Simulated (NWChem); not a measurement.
Molecule: C₂H₆AlCl; SMILES [CH3][Al]([CH3])[Cl]

```xyz
10

Al     0.0000     0.0000    -0.4129
C     -0.0008     1.7577    -1.2769
H     -0.1029     1.6893    -2.3662
H      0.9315     2.2972    -1.0629
H     -0.8173     2.3854    -0.8983
C      0.0008    -1.7577    -1.2769
H     -0.9315    -2.2972    -1.0629
H      0.8173    -2.3854    -0.8983
H      0.1029    -1.6893    -2.3662
Cl     0.0000     0.0000     1.7262
```
Atoms are numbered in this order, from 1.

Computed with NWChem. Medium grid unless said otherwise, to which SCAN and Minnesota functionals are sensitive. Coordinates come from a B3LYP/6-31G* (spherical d) optimisation.

Question: Order these by “highest occupied level (eV)”, lowest first: PBE/def2-SVP; B3LYP/def2-SVP; r2SCAN0/def2-SVP; LC-wPBE (HJS exchange hole, range parameter 0.4 per bohr)/def2-SVP.

Answer: LC-wPBE (HJS exchange hole, range parameter 0.4 per bohr)/def2-SVP (-10.63), r2SCAN0/def2-SVP (-8.06), B3LYP/def2-SVP (-7.56), PBE/def2-SVP (-6.51)
